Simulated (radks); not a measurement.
Q: The hafnium ion Hf4+, [Xe] 4f14. Method: non-relativistic Kohn-Sham, r2SCAN, spin-polarised, spherical densities, point nucleus; meta-GGA in the generalised Kohn-Sham scheme; computed with a radial shooting solver on a logarithmic mesh with Libxc functionals. Every spin shell is full or empty, so the densities are truly spherical. Functionals are evaluated on that one density, not self-consistently. Rank these orbital-free kinetic functionals by their error against the exact value of the orbitals, and give that value: Thomas-Fermi, von Weizsacker, TF + vW, TF + vW/9, TF + vW/5, APBEK, revAPBEK, Thakkar, Pearson, LKT, PG1, DePristo-Kress, Ernzerhof.

A: Exact: 14318.9 hartree. From best to worst, with 100 (|E| - |E exact|)/|E exact| (equal figures are ties): APBEK 0.00, revAPBEK +0.15, DePristo-Kress -0.23, Ernzerhof -0.52, TF + vW/9 -0.74, Thakkar -0.79, Pearson -0.91, TF + vW/5 +2.52, Thomas-Fermi -4.83, PG1 +12.91, LKT +16.56, TF + vW +31.93, von Weizsacker -63.25.
